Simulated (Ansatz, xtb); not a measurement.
**Relative energy of two structures of CH3CuN**

We compare X, a doublet given by its coordinates, with Y, a doublet given by its coordinates. Both are isolated molecules in the gas phase, relaxed with B3LYP-D3(BJ)/def2-SVP.

X (Å):

```yaml
atoms:
  - { symbol: C, position_ang: [-1.3158, 2.2897, 0.6553] }
  - { symbol: Cu, position_ang: [-1.8961, 0.5084, 1.5586] }
  - { symbol: N, position_ang: [-1.1725, 1.5325, -0.4089] }
  - { symbol: H, position_ang: [-2.0190, 1.5864, -0.9891] }
  - { symbol: H, position_ang: [-2.1381, 3.0135, 0.8012] }
  - { symbol: H, position_ang: [-0.4409, 2.4440, 1.3070] }
```

Close contacts (Å): C1–Cu2 2.08, C1–N3 1.31, Cu2–N3 2.33, C1–H5 1.11, C1–H6 1.10, N3–H4 1.03.

Y (Å):

```xyz
6

C    -1.4621    2.0900   -0.2333
Cu   -1.0004    2.0336    1.7399
N    -2.1063    1.1600    0.3227
H    -1.4914    2.3815   -1.3022
H    -2.7631    0.5324   -0.1620
H    -0.1004    2.8144    2.6643
```

Close contacts (Å): C1–Cu2 2.03, C1–N3 1.26, Cu2–N3 2.00, C1–H4 1.11, Cu2–H6 1.51, N3–H5 1.03.

Energies in hartree; the thermal terms are from B3LYP-D3(BJ)/def2-SVP harmonic frequencies (ideal gas, rigid rotor, one conformer each, 298.15 K, 1 atm) and include the zero-point energy:

```
                               X            Y
E, CCSD(T)/def2-SVP  −1733.317365  −1733.296079
  zero-point energy      0.040159      0.033862
       H(298 K) − E      0.045568      0.039451
       G(298 K) − E      0.011924      0.006292
```

Q: Work out ΔE, ΔE₀, ΔH and ΔG for X → Y in kJ/mol (1 Eh = 2625.50 kJ/mol) and the equilibrium ratio [Y]/[X].

A: 1. ΔE = −1733.296079 − (−1733.317365) = +0.021286 Eh = +55.89 kJ/mol.
2. ΔE₀ = ΔE + ΔZPE = +0.021286 + (−0.006297) Eh = +39.35 kJ/mol.
3. ΔH = ΔE + (−0.006117) Eh = +39.83 kJ/mol.
4. ΔG = ΔE + (−0.005632) Eh = +41.10 kJ/mol, so ΔS = (ΔH − ΔG)/T = −4.3 J/(mol K).
5. kT = 0.9442 mEh, so K = [Y]/[X] = exp(−ΔG/kT) = exp(−16.58) ≈ 6.3 × 10^−8.

Structure X is favoured at this temperature. An error of 4 kJ/mol in ΔG would change K by a factor of 5. Large T1 diagnostics make the coupled-cluster value less sure. Mirror images and further conformers aren't counted.

Other levels gave ΔE = +50.6 (B3LYP-D3(BJ)/def2-SVP); +32.3 (HF/def2-SVP); +171.9 (MP2/def2-SVP) kJ/mol. Open shells are spin-unrestricted, with notable spin contamination. The correlated steps freeze 7 core orbitals; the last core shell of Cu is correlated, in a basis made for valence electrons. Programs: Ansatz 0.2.0.
